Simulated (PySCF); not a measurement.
Sn(Cl)(OH)3 (ClH3O3Sn), SMILES [OH][Sn]([OH])([OH])[Cl]. Coordinates come from a PBE0-D3(BJ)/def2-SVP optimisation. The def2 effective core potentials stand for the cores of Sn; spin–orbit coupling is left out. One conformer was computed; it need not be the lowest.

### Question
Give the equilibrium geometry at PBE0-D3(BJ)/def2-SVP (PySCF confirms it by a frequency run) as Cartesian coordinates in Å, and its point group. (The exact figures need the calculation; the answer reports its results.)

### Answer
Several could match; the one computed here: point group C3.
```xyz
8

O     -1.4618     1.1234    -0.9059
Sn     0.0000     0.0000    -0.2448
O     -0.2420    -1.8276    -0.9059
O      1.7038     0.7043    -0.9059
Cl     0.0000     0.0000     2.0964
H     -1.4104     2.0208    -0.5533
H     -1.0448    -2.2319    -0.5533
H      2.4553     0.2111    -0.5533
```
Charge 0, spin multiplicity 1.
